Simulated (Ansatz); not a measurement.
Cost and result up the ladder for In₂₀ (relaxed from a model of In20 tetrahedron, whose bonding it doesn't keep) (20 atoms). Total charge 0; singlet. Geometry: PBE-D4/def2-SVP.

```xyz
20

In   -1.369   -1.772    5.219
In    0.081    0.666    4.237
In    2.175    2.249    2.593
In    2.911    4.744    0.762
In   -2.907   -0.509    2.769
In   -0.597    1.355    1.405
In    0.508    3.116   -0.985
In   -4.253   -0.583   -0.008
In   -2.443    1.952   -1.064
In   -4.868    0.352   -2.801
In    0.693   -2.003    2.482
In    1.902   -0.024    0.348
In    3.636    2.183   -0.638
In   -1.380   -1.325    0.191
In    0.018    0.205   -2.034
In   -2.394   -1.649   -2.840
In    1.206   -2.997   -0.466
In    3.218   -0.281   -2.460
In    0.545   -2.306   -3.570
In    3.317   -3.371   -3.139
```

Ansatz on 4 threads of AMD EPYC 7R13 on a shared host and a share (37 GiB) of an NVIDIA H100 80GB HBM3. Times are rough, and most runs start from the orbitals of an earlier one. No level here is sound enough to serve as a yardstick. Binding counts from free atoms at the same level (In doublet; other spins of the atoms weren't run), without zero-point energy or a counterpoise term.

In the def2 sets In takes a core potential; there is no spin–orbit coupling. B3LYP takes the VWN-RPA correlation. Correlated methods freeze 80 core orbitals; core or outer-core shells of In are correlated, in sets that lack core-valence functions. The rows differ in basis, and correlated rows in double-zeta sets carry the largest basis error. Single mean-field runs in def2-SVP, def2-TZVP are fitted with def2-universal-jkfit. Another isomer (singlet) lies 0.34 eV lower at PBE0-D4/def2-TZVP; other spin states weren't run for this one.

Correlated methods converge slowly with the basis, most of all in double-zeta sets.

```
                         level  functions  wall time  binding energy per atom (eV)                        remarks
           r2SCAN-D4/def2-TZVP       1000       12 s                          1.91  restricted SCF unstable in HF
PBE-D4/def2-TZVP (with forces)       1000       12 s                          1.97  restricted SCF unstable in HF
               PBE-D4/def2-SVP        520       17 s                          1.96  restricted SCF unstable in HF
              PBE0-D4/def2-SVP        520       21 s                          1.87  restricted SCF unstable in HF
             PBE0-D4/def2-TZVP       1000       22 s                          1.89  restricted SCF unstable in HF
                  MP2/def2-SVP        520       39 s                          2.09        restricted SCF unstable
            B3LYP-D4/def2-TZVP       1000       72 s                          1.70  restricted SCF unstable in HF
```
